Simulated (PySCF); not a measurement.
Input file for PySCF: R-HF/STO-3G on CH3F3 (a complex), monomers drawn apart or pushed together.

```python
from pyscf import gto, scf, dft, mp
from pyscf.data.elements import chemcore

mol = gto.M(
    atom='''
    F    -0.12660359    0.09559028   -0.06366124
    H     0.19281855    0.62387333    0.63389235
    F     0.74226740    0.87810678    2.17683013
    C     0.37521228   -0.20106972    2.96104553
    F    -0.72736703    0.14944408    3.66107606
    H     1.19534001   -0.39964118    3.65003166
    H     0.13710092   -1.03168007    2.29738039
    ''',
    basis='sto-3g',
    charge=0, spin=0, verbose=3, max_memory=1800)
mf = scf.RHF(mol)
mf.conv_tol = 1e-8
mf.max_cycle = 100
mf.kernel()
if not mf.converged:
    mf = mf.newton().run(mf.mo_coeff, mf.mo_occ)
```

Program output:

```
converged SCF energy = -333.201883063172
```

The run converged.

Cost: around 0.08 core-seconds (rough).
